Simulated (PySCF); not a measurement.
Compound: C5H4FNO2S.
Numbering: `[N:1]#[C:2][C:3]1=[CH:4][CH2:5][S:6](=[O:7])(=[O:8])[C@@H:9]1[F:10]` (hydrogens: H11 on C4; H12, H13 on C5; H14 on C9)

Geometry (GFN2-xTB, Å), atoms numbered from 1 in this order:
```xyz
14
C5H4FNO2S angstrom
N      3.5614    0.2579   -0.4795
C      2.4326    0.2435   -0.2864
C      1.0473    0.2070   -0.0211
C      0.1880    1.1919   -0.3366
C     -1.2341    0.9420   -0.0629
S     -1.2548   -0.9044   -0.1943
O     -1.1463   -1.2866   -1.5677
O     -2.2735   -1.5031    0.6039
C      0.4421   -1.0051    0.5941
F      0.1971   -0.8505    1.9281
H      0.5107    2.0918   -0.8378
H     -1.5339    1.1387    0.9640
H     -1.9107    1.4199   -0.7636
H      0.9736   -1.9435    0.4375
```

Computed at PBE0/pcSseg-1 (PySCF, non-relativistic), with Q(14N) = 0.02044 b, Q(33S) = −0.0678 b, Q(17O) = −0.0256 b: N1, 14N (I = 1): χzz = -4.804 MHz, η = 0.075; S6, 33S (I = 3/2): χzz = -4.841 MHz, η = 0.543; O7, 17O (I = 5/2): χzz = -7.896 MHz, η = 0.061; O8, 17O (I = 5/2): χzz = -7.438 MHz, η = 0.258.

Question: Where would the pure quadrupole (NQR) lines of 14N at N1 fall for the rigid, isolated species?

Answer: From ν± = (3/4)|χ|(1 ± η/3) and ν0 = |χ|η/2: ν+ 3.693 MHz, ν− 3.513 MHz, ν0 0.180 MHz (nitrile nitrogen).

Question: Find the zero-field quadrupole resonance frequencies of 33S at S6.

Answer: From ν = (|χ|/2)√(1 + η²/3): ν = 2.537 MHz (sulfonyl sulfur).

Question: Find the zero-field quadrupole resonance frequencies of 17O at O7.

Answer: From the eigenvalues of H = χ/[4I(2I − 1)] × [3Iz² − I(I + 1) + η(Ix² − Iy²)], steps between neighbouring levels, labelled as for η = 0: ±1/2↔±3/2 1.189 MHz, ±3/2↔±5/2 2.367 MHz (sulfonyl oxygen).

Question: Where would the pure quadrupole (NQR) lines of 17O at O8 fall for the rigid, isolated species?

Answer: From the eigenvalues of H = χ/[4I(2I − 1)] × [3Iz² − I(I + 1) + η(Ix² − Iy²)], steps between neighbouring levels, labelled as for η = 0: ±1/2↔±3/2 1.194 MHz, ±3/2↔±5/2 2.203 MHz (sulfonyl oxygen).

In a crystal, neighbours and librations shift these lines. GFN2-xTB bond lengths can be off by several hundredths of an ångström, more for odd bonds, and the gradients follow them. These gradients aren't converged with respect to the basis.

One conformer stands for the species.
